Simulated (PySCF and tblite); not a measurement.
The numbers below are computed, except where a source is named.
2 diastereomers of C₄H₉FSSi, numbered alike:

| isomer | SMILES | descriptors (one enantiomer) |
| --- | --- | --- |
| A | [F:1][C@@H:2]1[S:3][CH2:4][CH2:5][C@@H:6]1[SiH3:7] | 2R, 6S |
| B | [F:1][C@H:2]1[S:3][CH2:4][CH2:5][C@@H:6]1[SiH3:7] | 2S, 6S |

Protocol: conformer search, at most 6 conformers an isomer, GFN2-xTB geometries, energies PBE0/pcSseg-1 (D3(BJ) added where defined), weights at 298.15 K with GFN2-xTB thermal terms. Programs: PySCF with density fitting and tblite.

Q: Rank the isomers by free energy at 298.15 K.

A: 
| isomer | ΔG (kcal/mol) | ΔE, lowest conformer | conformers | largest weight % | rms dipole (D) |
| --- | --- | --- | --- | --- | --- |
| A | 0.0 | 0.0 | 2 | 100 | 2.54 |
| B | 1.3 | 1.3 | 2 | 92 | 2.46 |

ΔG is for one enantiomer.

Q: If they could interconvert freely, what would the mixture hold (chiral isomers as racemates)?

A: A 91 %, B 9 %. A racemate gains RT ln 2.
